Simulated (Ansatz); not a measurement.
Reaction (formal exchange of groups at the Al–O bond): `N#[C][AlH][OH]` + `[CH3][GeH3]` → `[CH3][GeH2][AlH][C]#N` + H₂O

Isolated molecules relaxed with PBE0-D4/def2-TZVP in Ansatz; ΔE leaves out vibrations. CBS: MP2 limit from def2 TZ/QZ plus the TZ coupled-cluster correction, frozen cores. This one scheme is used for every species. Functionals use def2-TZVPP. For Ge outer-core shells are correlated without core-valence functions, which leaves a few kJ/mol of doubt a bond. Scalar relativity is left out up to krypton. Each species was taken in one conformer, which may not be the lowest.

```tsv
species	PBE0 energy (Eh)
`N#[C][AlH][OH]`	-411.53130
`[CH3][GeH3]`	-2118.40908
`[CH3][GeH2][AlH][C]#N`	-2453.51970
H₂O	-76.38081
```

**Question.** Work out ΔE.

**Answer.** ΔE = (-2453.51970) + (-76.38081) − (-411.53130) − (-2118.40908) = 0.03987 Eh = +1.08 eV. CCSD(T)/CBS gives +1.16 eV.

Largest T1 diagnostic among the species: 0.014.

The D4 term adds −0.05 eV with B3LYP and −0.03 eV with PBE0; it sums over pairs of atoms, weighted by their polarisabilities, and B3LYP, whose exchange is more repulsive, gets the larger term. Leaving LDA and LC-ωPBE aside and taking each functional with its dispersion term where it has one, the values, not all of them listed here, spread over 0.27 eV, from PBE-D4 to B97M-V. LDA lies +0.04 eV from PBE without D4. At CCSD(T), def2-SVP lies +0.14 eV from the extrapolated value and def2-TZVPP +0.03 eV.

B3LYP here is the variant with VWN-RPA as its local correlation; programs differ in this.
